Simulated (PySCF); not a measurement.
Al(OSiH3)2 (AlH₆O₂Si₂), SMILES [SiH3][O][Al+][O][SiH3], charge +1.

The structure is a stationary point at PBE0-D3(BJ)/def2-SVP. The multiplicity is an assumed one; no other spin state was optimised. The isomer is the one that the SMILES or the coordinates give; other isomers of the formula were not compared. Other conformers were not sampled.

Method: r2SCAN/def2-TZVP (PySCF).

Isolated molecule, no solvent.

Computed frontier levels, gap, dipole moment and polarisability:
- highest occupied level: -12.31 eV
- lowest empty level: -8.22 eV
- orbital gap: 4.09 eV
- dipole moment about the centre of nuclear charge: 0.00 D
- mean static polarisability: 73.9 bohr³ (10.95 Å³)
- polarisability, principal values: 63.6, 63.6, 94.5 bohr³
